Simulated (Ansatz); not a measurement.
`O[C@H]1[SiH2][Sn@H]1[OH]`, relaxed with RKS PBE0-D4/def2-TZVP in Ansatz 0.2.0 from a PBE-D4/def2-SVP geometry. The force threshold is 0.005 eV/Å; the program also tests the step.

Total charge 0; spin multiplicity 1. Sn: def2 effective core potential.

Start:

```xyz
11

O     0.846   -1.853   -0.864
C     0.003   -1.129   -0.041
Si    0.692   -0.064    1.402
Sn   -1.031    0.940   -0.185
O    -0.501    2.530   -1.320
H     0.300   -2.364   -1.494
H    -0.909   -1.683    0.302
H     1.982    0.564    0.940
H     0.904   -0.655    2.781
H    -2.758    1.111   -0.161
H     0.472    2.604   -1.360
```

Task: How much energy does the relaxation release, and in how many steps? (Estimate.)

Result: The calculation gave: 11.14 kJ/mol, in 9 steps.

Task: Which bonds change most? (Best estimate.)

Result: The calculation gave: C2–Sn4 from 2.317 to 2.240 Å; Si3–Sn4 from 2.549 to 2.492 Å; Sn4–O5 from 2.024 to 1.971 Å; Sn4–H10 from 1.735 to 1.699 Å.

Task: Give the relaxed structure. (An estimate is asked.)

Result: Ansatz gave: 
```xyz
11

O     0.793   -1.780   -0.895
C    -0.033   -1.077   -0.019
Si    0.713   -0.063    1.389
Sn   -1.033    0.926   -0.089
O    -0.441    2.316   -1.355
H     0.264   -2.094   -1.634
H    -0.867   -1.679    0.380
H     1.987    0.567    0.954
H     0.834   -0.574    2.783
H    -2.728    1.022   -0.166
H     0.512    2.435   -1.349
```
